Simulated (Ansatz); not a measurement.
Geometry optimisation, UKS PBE-D4/def2-SVP (Ansatz).

Input file:

```yaml
crystal:
  periodic: [false, false, false]
  atoms:
    - { symbol: B, position_ang: [0.001049, -0.467537, -0.492011] }
    - { symbol: F, position_ang: [-0.014397, 0.197702, 1.941795] }
    - { symbol: F, position_ang: [1.148538, 0.135959, -0.757516] }
    - { symbol: F, position_ang: [-1.140264, 0.134834, -0.784232] }
    - { symbol: Si, position_ang: [-0.001971, 0.030022, 3.55646] }
    - { symbol: H, position_ang: [-0.769098, -1.202332, 3.937225] }
    - { symbol: H, position_ang: [1.425052, -0.077992, 4.005454] }
    - { symbol: H, position_ang: [-0.648909, 1.249345, 4.145025] }
magnetization:
  spin_polarized: true
  initial_magnetization: 1
basis:
  gaussian: { orbitals: def2-SVP }
hamiltonian:
  xc: pbe
  dispersion: d4
relax:
  f_tol: 0.03
  max_steps: 50
```

Command:

```bash
$ ansatz run input.yaml --threads 2 --pin off --max-ram 3072MiB --backend cpu --events-out ev --progress --plain --runs-dir out
```

Q: Where does it end, and by what steps?

A: It converged. The force dipped under the threshold on the way, but the program's further checks kept it going. After 47 steps the energy has fallen by 1.231 eV; F2 moved furthest, 1.99 Å. Parted: F2–Si5 (1.62 → 3.25 Å). Joined: B1–F2 (2.52 → 1.33 Å).

```json
{"step": "0", "energy less start (eV)": "0.0000", "largest force component (eV/Å)": "0.940", "accepted": "yes"}
{"step": "2", "energy less start (eV)": "-0.0087", "largest force component (eV/Å)": "0.524", "accepted": "yes"}
{"step": "4", "energy less start (eV)": "-0.0179", "largest force component (eV/Å)": "0.135", "accepted": "yes"}
{"step": "6", "energy less start (eV)": "-0.0236", "largest force component (eV/Å)": "0.232", "accepted": "yes"}
{"step": "8", "energy less start (eV)": "-0.0340", "largest force component (eV/Å)": "0.259", "accepted": "yes"}
{"step": "10", "energy less start (eV)": "-0.0376", "largest force component (eV/Å)": "0.157", "accepted": "yes"}
{"step": "12", "energy less start (eV)": "-0.0480", "largest force component (eV/Å)": "0.252", "accepted": "yes"}
{"step": "14", "energy less start (eV)": "-0.0619", "largest force component (eV/Å)": "0.434", "accepted": "yes"}
{"step": "16", "energy less start (eV)": "-0.0723", "largest force component (eV/Å)": "0.336", "accepted": "yes"}
{"step": "18", "energy less start (eV)": "-0.0899", "largest force component (eV/Å)": "0.207", "accepted": "yes"}
{"step": "20", "energy less start (eV)": "-0.1595", "largest force component (eV/Å)": "0.346", "accepted": "yes"}
{"step": "22", "energy less start (eV)": "-0.5767", "largest force component (eV/Å)": "1.578", "accepted": "yes"}
{"step": "24", "energy less start (eV)": "-1.0424", "largest force component (eV/Å)": "0.948", "accepted": "yes"}
{"step": "26", "energy less start (eV)": "-1.1284", "largest force component (eV/Å)": "0.380", "accepted": "yes"}
{"step": "28", "energy less start (eV)": "-1.1950", "largest force component (eV/Å)": "0.086", "accepted": "yes"}
{"step": "30", "energy less start (eV)": "-1.2058", "largest force component (eV/Å)": "0.061", "accepted": "yes"}
{"step": "32", "energy less start (eV)": "-1.2017", "largest force component (eV/Å)": "0.382", "accepted": "no"}
{"step": "34", "energy less start (eV)": "-1.2101", "largest force component (eV/Å)": "0.009", "accepted": "yes"}
{"step": "36", "energy less start (eV)": "-1.2109", "largest force component (eV/Å)": "0.075", "accepted": "yes"}
{"step": "38", "energy less start (eV)": "-1.2123", "largest force component (eV/Å)": "0.111", "accepted": "yes"}
{"step": "40", "energy less start (eV)": "-1.2151", "largest force component (eV/Å)": "0.080", "accepted": "yes"}
{"step": "42", "energy less start (eV)": "-1.2117", "largest force component (eV/Å)": "0.487", "accepted": "no"}
{"step": "44", "energy less start (eV)": "-1.2229", "largest force component (eV/Å)": "0.144", "accepted": "yes"}
{"step": "46", "energy less start (eV)": "-1.2269", "largest force component (eV/Å)": "0.209", "accepted": "yes"}
{"step": "47", "energy less start (eV)": "-1.2308", "largest force component (eV/Å)": "0.015", "accepted": "yes"}
```

```xyz
8
Properties=species:S:1:pos:R:3
B -0.090 0.388 0.422
F -0.995 1.341 0.641
F 1.201 0.709 0.350
F -0.489 -0.828 0.053
Si 0.075 -0.326 3.216
H -1.225 -0.996 3.558
H 1.250 -1.251 3.349
H 0.271 0.962 3.963
```

Whether the end is a true minimum wasn't checked by a vibrational analysis.

Run time: 120 s on 2 threads of Intel(R) Xeon(R) Platinum 8375C CPU @ 2.90GHz (Ice Lake) (shared host), peak memory 0.17 GiB.
